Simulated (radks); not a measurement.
Valence configurations of the niobium ion Nb+ (all share [Kr]). All-electron calculation, scalar-relativistic Kohn-Sham, r2SCAN, spin-polarised, spherical densities, finite nucleus; open shells are filled with parallel spins first (spin-orbit coupling, left out, can overturn this in heavy ions); meta-GGA in the generalised Kohn-Sham scheme; Fermi nuclear charge, rms radius 4.324 fm. Program: a radial shooting solver on a logarithmic mesh with Libxc functionals. Energies are relative to 4d4; eigenvalues in eV for spin up.

\begin{tabular}{lrrrrr}
valence & E (eV) & moment (Bohr magnetons) & e(4d) & e(5p) & e(5s) \\ \hline
4d4 & 0.000 & 4 & -10.192 & - & - \\
4d3.5 5s0.5 & 0.337 & 4 & -11.303 & - & -10.509 \\
4d3 5s1 & 0.783 & 4 & -12.413 & - & -11.404 \\
4d3.5 5p0.5 & 2.432 & 4 & -11.790 & -6.587 & - \\
4d2.5 5s1.5 & 2.746 & 3 & -13.517 & - & -11.809 \\
4d2 5s2 & 4.412 & 2 & -14.550 & - & -12.081 \\
4d3 5p1 & 5.207 & 4 & -13.366 & -7.477 & - \\
4d2.5 5p1.5 & 8.336 & 4 & -14.927 & -8.291 & - \\
4d2 5p2 & 11.854 & 4 & -16.468 & -9.031 & - \\
\end{tabular}

NIST lists [Kr] 4d4 as the ground configuration; this level of theory agrees among the configurations tried. The energies are those of spherical high-spin densities, not of single terms.
